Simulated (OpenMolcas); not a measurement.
Pd2+ among 3 point charges of -2 e arranged as a planar triangle (D3h), 2.29 Å from the ion.

- Program: OpenMolcas 26.06
- Method: SS-CASPT2, IPEA 0.25 Eh, imaginary shift 0.1 Eh (closed shells correlated: 4s 4p)
- Basis: ANO-RCC-VDZP [6s5p3d1f]
- Scalar Hamiltonian: DKH2, point nucleus
- Active space: 8 electrons in 5 orbitals (4d)
- State averaging: 2S+1 = 3 even, 10 roots; 2S+1 = 1 even, 15 roots
- Spin-orbit coupling: state interaction with AMFI integrals over the reference wave functions

(1) What is the spin-free ground state (labels of D3, the rotations of D3h)?

(2) Where is the first state of the same spin?

(3) What are the lowest two levels with spin-orbit coupling?

(4) What is χT at 300 K, and how does it compare with the textbook value?

Results:

(1) 3A2, 1-fold in its orbital part, 64 % from free-ion F terms; it has the highest spin that d8 allows.

(2) 3A1 at 616 cm-1 above the ground state.

(3) A 2-fold level E with g = 0.00, 0.00, 9.95, then a 1-fold level A1 460 cm-1 above it. Their leading multiplicities are 3 (98 %) and 3 (95 %).

(4) The lowest level has 2S+1 = 3, for which the spin-only value is χT = S(S+1) / 2 = 1.000 cm3 K/mol (g = 2). The computed 3.180 at 300 K differs by +2.180, through orbital momentum, spin-orbit coupling and any other state in reach.

Roots that are degenerate in the reference are averaged as groups; the widest CASPT2 spread within a group is 93 cm-1 (the 2-fold group of multiplicity 3 near 4250 cm-1 above the lowest state of its run). Shifts and gaps below about the spread of the groups concerned are not significant. Spin-orbit coupling mixes the spin-free states strongly: the lowest level takes only 49 % from its leading state, 3A1, which lies 616 cm-1 above the lowest spin-free state. Real 4d8 and 5d8 ions are as a rule square planar and diamagnetic. The ground term spreads over less than 5000 cm-1, several times less than with real ligands, so orbital moments are less quenched and χT lies further from the spin-only value than at real sites. Free-ion shares, where given, are those of the reference states; single-state CASPT2 does not remix them. Point charges carry no covalency, so the field is a model and not that of real ligands. No measured value stands beside these numbers.

With an even number of electrons the g values are those of a degenerate or nearly degenerate non-Kramers pair.
